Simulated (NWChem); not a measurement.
System: SiCl2F2; SMILES F[Si](F)(Cl)Cl

The following NWChem deck was run.

```
start job
memory heap 200 mb stack 900 mb global 1100 mb
geometry units angstroms noautosym nocenter noautoz
  F      0.000000     1.288618    -1.266923
  Si     0.000000     0.000000    -0.323471
  F      0.000000    -1.288618    -1.266923
  Cl     1.672895     0.000000     0.806964
  Cl    -1.672895     0.000000     0.806964
end
basis spherical
  * library sto-3g
end
dft
  xc hfexch
  iterations 150
end
property
  shielding 3 1 2 4
end
task dft property
```

STO-3G and 3-21G are far too small for this property and stand as cheap habits. Structure relaxed at the PBE0/def2-SVP level.

GIAO values for the isolated, static molecule; σ is the absolute isotropic shielding, δ = σ(reference) − σ with the isolated reference molecule computed at the same levels (19F: trichlorofluoromethane, 29Si: tetramethylsilane).

Atoms are numbered as in the input.

**Question.** Predict the main results of this run. (Hartree-Fock/STO-3G, GIAO.) Quantities: δ F1 (ppm); δ Si2 (ppm); σ Cl4 (ppm).

**Answer.** 
```yaml
"δ F1 (ppm)": -137.3
"δ Si2 (ppm)": -0.7
"σ Cl4 (ppm)": 1202.2
```
